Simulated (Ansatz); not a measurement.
Compare A (`[CH3][Al]([OH])[SH]`) with its isomer B (`[OH][AlH][CH2]S`).

Isolated molecules relaxed with PBE0-D4/def2-TZVP in Ansatz; ΔE leaves out vibrations. CBS: MP2 limit from def2 TZ/QZ plus the TZ coupled-cluster correction, frozen cores. Functionals use def2-TZVPP. B3LYP here is the variant with VWN-RPA as its local correlation; programs differ in this. One conformer a species, not always the lowest.

A:

```xyz
9

C    -0.599    0.046   -1.254
Al    0.399   -0.140    0.396
O     1.850   -1.013    0.404
S    -0.261    0.734    2.295
H    -1.601   -0.385   -1.162
H    -0.727    1.098   -1.524
H    -0.089   -0.456   -2.078
H     2.396   -1.149    1.176
H    -1.368    1.264    1.746
```

B:

Z-matrix (Å, degrees):
```
C
Al 1 1.965
S 1 1.801 2 109.9
H 1 1.095 2 108.9 3 121.6
H 1 1.095 2 108.8 3 -121.6
O 2 1.692 1 120.8 3 0.6
H 2 1.577 1 121.9 3 -179.5
H 3 1.345 1 99.9 2 -179.8
H 6 0.957 2 123.5 1 0.0
```

(1) Which is lower in electronic energy at CCSD(T)/CBS, and by how much? (An estimate is asked.)

(2) Give E(B) − E(A) in kJ/mol with CCSD(T)/def2-SVP, CCSD(T)/def2-TZVPP, B3LYP, CCSD/def2-TZVPP, HF/def2-TZVPP, LDA (SPW92), PBE0-D4. (An estimate is asked.)

(3) Does the order hold for the free energy at 298.15 K (harmonic terms from PBE0-D4)? (Estimate.)

Largest T1 diagnostic: 0.012.

Answers

(1) Ansatz gave: A, by 178.2 kJ/mol.

(2) The calculation gave: CCSD(T)/def2-SVP 176.0, CCSD(T)/def2-TZVPP 178.2, B3LYP 177.2, CCSD/def2-TZVPP 178.6, HF/def2-TZVPP 178.9, LDA (SPW92) 173.0, PBE0-D4 177.3. None reverses the order clearly.

(3) The calculation gave: Yes: G(B) − G(A) = +171.3 kJ/mol, for one conformer each. Modes under 60 cm⁻¹, often nearly free rotors, make the harmonic entropy too high.

From BLYP to BHLYP (50 % exact exchange), in def2-TZVPP and without D4, E(B) − E(A) moves by +4.3 kJ/mol. Leaving LDA and LC-ωPBE aside and taking each functional with its dispersion term where it has one, the values, not all of them listed here, spread over 13.0 kJ/mol, from revPBE-D4 to r2SCAN0-D4.
